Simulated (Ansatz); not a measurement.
Na13⁺ (started as a model of: Na13 cuboctahedron), relaxed as a singlet with RKS PBE/def2-SVP in Ansatz, starting from a model built from a lattice or polyhedron. Force threshold 0.03 eV/Å.

The restricted singlet is unstable towards broken spin symmetry in Hartree–Fock (as tested in another run); at PBE/def2-SVP this wasn't settled. At PBE/def2-SVP a triplet of charge 1 lies 0.30 eV below the restricted singlet, each at its own geometry.

Start:

```xyz
13

Na   -2.5192    1.9002    1.5949
Na   -3.3728   -1.1375   -0.0314
Na   -1.0487    3.0938   -1.4051
Na   -1.8703    0.0460   -3.0124
Na   -1.4951   -1.1911    3.0014
Na    0.8394    3.0374    1.6216
Na    1.8687   -0.0418    3.0128
Na   -0.8262   -3.0446   -1.6400
Na    1.0061   -3.0721    1.4103
Na   -0.0029    0.0006   -0.0048
Na    1.5063    1.1724   -2.9728
Na    3.3946    1.1318    0.0101
Na    2.5202   -1.8951   -1.5846
```

Task: Estimate the energy that the relaxation releases and the steps that it takes.

Result: 7.6 kcal/mol, in 4 steps; 95 s on 4 threads of Intel Xeon on a shared host. No frequencies were taken in this run, so the end may be a saddle point.

Task: Does the start keep its bonding and symmetry?

Result: By distances, no bond broke or formed. The bond that changes most is Na10–Na11, from 3.53 to 3.84 Å (atoms count from 1).

Task: Predict the relaxed structure.

Result: 
```xyz
13

Na   -2.6243    2.0563    1.9039
Na   -3.1014   -1.0466   -0.0159
Na   -0.9633    2.8531   -1.3051
Na   -1.8693   -0.0525   -3.3631
Na   -1.5730   -1.1081    3.3407
Na    0.8159    3.2160    1.9253
Na    1.8699    0.0540    3.3574
Na   -0.8097   -3.2166   -1.9336
Na    0.9365   -2.8536    1.3077
Na    0.0043    0.0046   -0.0035
Na    1.5722    1.1079   -3.3315
Na    3.1135    1.0434    0.0145
Na    2.6287   -2.0579   -1.8968
```
Bond lengths (bridged metal pairs left out): 36 × Na–Na 3.28 to 3.86 Å.
